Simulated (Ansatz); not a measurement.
CH$_{5}$NO$_{2}$Sn (`O=C[NH][SnH2][OH]`), relaxed with RKS PBE0-D4/def2-TZVP in the Gaussian-basis code of Ansatz from a PBE-D4/def2-SVP geometry. The force threshold is 0.005 eV/Å; the program also tests the step.

Total charge 0; spin multiplicity 1. Sn: def2 effective core potential.

Start:

```xyz
10

O    -1.488    0.656    0.580
C    -0.493    0.715    1.319
N     0.655    0.080    1.008
Sn    0.369   -0.877   -0.869
O    -0.242    0.511   -2.170
H    -0.506    1.297    2.281
H     1.479    0.190    1.607
H     1.958   -1.302   -1.392
H    -0.716   -2.197   -0.634
H    -1.014    0.928   -1.731
```

Question: By how much does the energy fall, and how many steps does the optimiser take? (Best estimate.)

Answer: The calculation gave: 9.43 kJ/mol, in 8 steps.

Question: Which bonds change most? (Estimate.)

Answer: Ansatz gave: N3–Sn4 from 2.127 to 2.070 Å; Sn4–O5 from 1.999 to 1.951 Å; Sn4–H9 from 1.724 to 1.698 Å; Sn4–H8 from 1.726 to 1.702 Å.

Question: Give the relaxed structure. (An estimate is asked.)

Answer: Computed: 
```xyz
10

O    -1.509    0.623    0.656
C    -0.497    0.695    1.340
N     0.641    0.099    0.968
Sn    0.375   -0.855   -0.850
O    -0.199    0.490   -2.141
H    -0.479    1.253    2.292
H     1.464    0.218    1.537
H     1.940   -1.308   -1.346
H    -0.734   -2.124   -0.642
H    -1.002    0.908   -1.814
```
